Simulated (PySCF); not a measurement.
First SCF of a structure search on doublet TaO₂, at a hand-made linear geometry. PySCF input:

```python
from pyscf import gto, scf, dft
mol = gto.M(atom='''
Ta     0.000000     0.000000     0.000000
O      0.000000     0.000000     1.830000
O      0.000000     0.000000    -1.830000''',
    basis={'Ta': 'def2-TZVP', 'O': 'def2-TZVP'},
    ecp={'Ta': 'def2-TZVP'},
    charge=0, spin=1)
mf = dft.UKS(mol, xc='PBE')
mf.grids.atom_grid = (50, 194)
aux = {'Ta': 'def2-universal-JKFIT', 'O': 'def2-universal-JKFIT'}
mf = mf.density_fit(auxbasis=aux)
mf.conv_tol = 1e-08
mf.diis_space = 10
mf.max_cycle = 60
mf.init_guess = 'minao'
mf.verbose = 4
mf.kernel()
```

Excerpt of the output (cycles alone); where DIIS stalls, ADIIS, DIIS with a small level shift and a second-order solver take over in turn:

```
init E= -188.473936318352
cycle= 1 E= -206.985156532653  delta_E= -18.5  |g|= 0.952  |ddm|= 4.86
cycle= 2 E= -197.61627315366  delta_E= 9.37  |g|= 3.52  |ddm|= 2.82
cycle= 3 E= -207.049389479025  delta_E= -9.43  |g|= 0.687  |ddm|=  2.7
cycle= 4 E= -207.332213035444  delta_E= -0.283  |g|= 0.205  |ddm|= 1.11
cycle= 5 E= -207.238995872967  delta_E= 0.0932  |g|= 0.49  |ddm|= 0.827
cycle= 6 E= -207.27274359949  delta_E= -0.0337  |g|= 0.412  |ddm|= 0.0809
cycle= 7 E= -207.307148786169  delta_E= -0.0344  |g|= 0.306  |ddm|= 0.0698
cycle= 8 E= -207.266311266142  delta_E= 0.0408  |g|= 0.428  |ddm|= 0.817
cycle= 9 E= -207.270914530342  delta_E= -0.0046  |g|= 0.416  |ddm|= 0.0127
cycle= 10 E= -207.285617598914  delta_E= -0.0147  |g|= 0.376  |ddm|= 0.029
cycle= 11 E= -207.291990022416  delta_E= -0.00637  |g|= 0.357  |ddm|= 0.0132
cycle= 12 E= -207.302624853426  delta_E= -0.0106  |g|= 0.323  |ddm|= 0.023
cycle= 13 E= -207.29728095853  delta_E= 0.00534  |g|= 0.34  |ddm|= 0.0127
... 38 lines left out ...
cycle= 52 E= -207.252466595452  delta_E= -0.495  |g|= 0.463  |ddm|= 1.07
cycle= 53 E= -207.252963511148  delta_E= -0.000497  |g|= 0.462  |ddm|= 0.201
cycle= 54 E= -207.254767982021  delta_E= -0.0018  |g|= 0.458  |ddm|= 0.0676
cycle= 55 E= -206.752790166475  delta_E= 0.502  |g|= 0.973  |ddm|= 1.36
cycle= 56 E= -206.760731169382  delta_E= -0.00794  |g|= 0.966  |ddm|= 0.0709
cycle= 57 E= -206.768826503308  delta_E= -0.0081  |g|= 0.958  |ddm|= 0.044
cycle= 58 E= -207.235353070534  delta_E= -0.467  |g|= 0.503  |ddm|= 1.14
cycle= 59 E= -207.299467730572  delta_E= -0.0641  |g|= 0.336  |ddm|= 0.783
cycle= 60 E= -207.320198252358  delta_E= -0.0207  |g|= 0.256  |ddm|= 0.81
SCF not converged.
init E= -188.473936318352
cycle= 1 E= -206.985156532653  delta_E= -18.5  |g|= 0.952  |ddm|= 4.86
cycle= 2 E= -197.616273153657  delta_E= 9.37  |g|= 3.52  |ddm|= 2.82
cycle= 3 E= -206.102143836132  delta_E= -8.49  |g|= 1.57  |ddm|= 1.92
cycle= 4 E= -207.325842445482  delta_E= -1.22  |g|= 0.203  |ddm|= 1.49
cycle= 5 E= -203.684918822193  delta_E= 3.64  |g|=  2.5  |ddm|= 1.71
cycle= 6 E= -206.353195823662  delta_E= -2.67  |g|= 1.29  |ddm|= 1.77
cycle= 7 E= -207.249814790418  delta_E= -0.897  |g|= 0.451  |ddm|= 1.69
cycle= 8 E= -207.302415966437  delta_E= -0.0526  |g|= 0.352  |ddm|= 0.825
cycle= 9 E= -207.302798404909  delta_E= -0.000382  |g|= 0.327  |ddm|= 0.815
cycle= 10 E= -207.324198449127  delta_E= -0.0214  |g|= 0.233  |ddm|= 0.805
cycle= 11 E= -207.314555917322  delta_E= 0.00964  |g|= 0.272  |ddm|= 0.808
cycle= 12 E= -207.317194477248  delta_E= -0.00264  |g|= 0.267  |ddm|= 0.05
cycle= 13 E= -207.323319880207  delta_E= -0.00613  |g|= 0.246  |ddm|= 0.805
cycle= 14 E= -207.324258172686  delta_E= -0.000938  |g|= 0.237  |ddm|= 0.0228
cycle= 15 E= -207.317970676432  delta_E= 0.00629  |g|= 0.263  |ddm|= 0.805
cycle= 16 E= -207.324004847208  delta_E= -0.00603  |g|= 0.24  |ddm|= 0.805
cycle= 17 E= -207.318142333281  delta_E= 0.00586  |g|= 0.263  |ddm|= 0.805
cycle= 18 E= -207.318244890327  delta_E= -0.000103  |g|= 0.262  |ddm|= 0.0104
cycle= 19 E= -207.356287288654  delta_E= -0.038  |g|= 0.0102  |ddm|= 0.567
cycle= 20 E= -207.337672209143  delta_E= 0.0186  |g|= 0.189  |ddm|= 0.304
SCF not converged.
init E= -207.337672209143
cycle= 1 E= -207.059726882628  delta_E= 0.278  |g|= 0.866  |ddm|= 0.604
cycle= 2 E= -205.736189525304  delta_E= 1.32  |g|= 2.05  |ddm|=  1.5
cycle= 3 E= -207.127739665801  delta_E= -1.39  |g|= 0.665  |ddm|= 0.716
cycle= 4 E= -207.339369042099  delta_E= -0.212  |g|= 0.151  |ddm|= 0.425
cycle= 5 E= -207.350607793266  delta_E= -0.0112  |g|= 0.0297  |ddm|= 0.101
cycle= 6 E= -207.351680712962  delta_E= -0.00107  |g|= 0.00862  |ddm|= 0.0558
cycle= 7 E= -207.352180774969  delta_E= -0.0005  |g|= 0.0212  |ddm|= 0.0509
cycle= 8 E= -207.352566057539  delta_E= -0.000385  |g|= 0.0376  |ddm|= 0.0572
cycle= 9 E= -207.352709511919  delta_E= -0.000143  |g|= 0.0556  |ddm|= 0.0617
cycle= 10 E= -207.352096518799  delta_E= 0.000613  |g|= 0.0805  |ddm|= 0.0648
cycle= 11 E= -207.34785191422  delta_E= 0.00424  |g|= 0.135  |ddm|= 0.0734
cycle= 12 E= -207.343675963218  delta_E= 0.00418  |g|= 0.171  |ddm|= 0.0716
cycle= 13 E= -207.336299516762  delta_E= 0.00738  |g|= 0.216  |ddm|= 0.0718
cycle= 14 E= -207.312295736278  delta_E= 0.024  |g|= 0.32  |ddm|= 0.0925
cycle= 15 E= -207.293186961812  delta_E= 0.0191  |g|= 0.379  |ddm|= 0.0808
cycle= 16 E= -207.278423646907  delta_E= 0.0148  |g|= 0.417  |ddm|= 0.0706
cycle= 17 E= -207.266990644288  delta_E= 0.0114  |g|= 0.443  |ddm|= 0.061
cycle= 18 E= -207.254812797669  delta_E= 0.0122  |g|= 0.47  |ddm|= 0.0536
cycle= 19 E= -207.260544773444  delta_E= -0.00573  |g|= 0.452  |ddm|= 0.0439
cycle= 20 E= -207.258552577575  delta_E= 0.00199  |g|= 0.455  |ddm|= 0.0337
cycle= 21 E= -207.25163601699  delta_E= 0.00692  |g|= 0.47  |ddm|= 0.0306
cycle= 22 E= -207.281995999942  delta_E= -0.0304  |g|= 0.388  |ddm|= 0.0528
cycle= 23 E= -207.320767955056  delta_E= -0.0388  |g|= 0.254  |ddm|= 0.0882
cycle= 24 E= -207.346549026546  delta_E= -0.0258  |g|= 0.0938  |ddm|= 0.105
cycle= 25 E= -207.351662188008  delta_E= -0.00511  |g|= 0.0114  |ddm|= 0.0752
cycle= 26 E= -207.352582165259  delta_E= -0.00092  |g|= 0.0247  |ddm|= 0.066
cycle= 27 E= -207.353067019395  delta_E= -0.000485  |g|= 0.0459  |ddm|= 0.0694
cycle= 28 E= -207.354525750844  delta_E= -0.00146  |g|= 0.0246  |ddm|= 0.0613
cycle= 29 E= -207.35515534862  delta_E= -0.00063  |g|= 0.0156  |ddm|= 0.0473
cycle= 30 E= -207.355555078691  delta_E= -0.0004  |g|= 0.00945  |ddm|= 0.0311
SCF not converged.
macro= 0  E= -207.356306730299  delta_E= -0.000751652  |g|= 0.00945251  2 KF 8 JK
macro= 1  E= -207.356348927109  delta_E= -4.21968e-05  |g|= 0.000305127  2 KF 9 JK
macro= 2  E= -207.356348927112  delta_E= -2.6148e-12  |g|= 3.11092e-05  1 KF 2 JK
macro X = 3  E=-207.356348927112  |g|= 3.11092e-05  total 6 KF 23 JK
converged SCF energy = -207.356348927112  <S^2> = 1.2675674  2S+1 = 2.4637917
```

No lower solution of this spin was found from smeared starts or by a stability analysis within the unrestricted form.

With open d or f shells other occupations or spin states may lie lower. With an element this heavy the missing spin–orbit coupling can shift these numbers.

The search for the lowest solution, 2 starts and the stability check together, took 40 s on 4 threads of a shared Arm Neoverse V1 host, with 102 basis functions; the process peaked at 0.38 GiB.
